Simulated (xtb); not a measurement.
xtb input:

```bash
xtb mol.xyz --gfn 2 --ohess tight --chrg -1 --uhf 0
```
mol.xyz:
```
5

B      0.37508892     0.01142852    -0.15632926
F      0.82640257     1.39835351    -0.05940803
F      1.37183925    -1.03397358    -0.36547363
N     -1.06405235    -0.36459100    -0.15844640
H     -1.43738932    -0.04845938     0.78108076
```

Task: Predict the final energy.

Result: -14.43639 Eh (GFN2-xTB).

It need not be the lowest isomer of its formula. Whether it binds its extra electron was not tested at this geometry.
